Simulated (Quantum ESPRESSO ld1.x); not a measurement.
Question: These are the eigenvalues of the occupied orbitals of an atom or ion with whole-number occupations (eV). All-electron calculation, Dirac Kohn-Sham, BLYP, spin-unpolarised, spherical densities, point nucleus. Program: ld1.x of Quantum ESPRESSO 7.5.

orbital  eigenvalue
1s1/2      -55654.7
2s1/2      -9477.24
2p1/2      -9030.82
2p3/2      -8173.19
3s1/2      -2272.26
3p1/2      -2077.07
3p3/2      -1897.66
3d3/2      -1563.46
3d5/2      -1524.19
4s1/2      -604.081
4p1/2      -526.092
4p3/2      -484.761
4d3/2      -355.804
4d5/2      -348.082
5s1/2      -210.999
4f5/2      -189.760
4f7/2      -188.404
5d3/2      -134.933
5d5/2      -133.436

Which element is it, and in what charge state? The configuration may be excited. Open shells, if any, are shared by 2j + 1.

Answer: Z = 67, holmium, charge +10: Ho10+ in [Kr] 4d8 4f9 5s2 5d2. The list shows which subshells hold electrons but not how many an open one holds; the 1s level, -2045.3 hartree, gives Z - s = 64.0 by -(Z - s)^2/2, which with screening and relativity narrows Z to a few neighbours, and the depths of the outer levels then fix element, charge and occupations together.
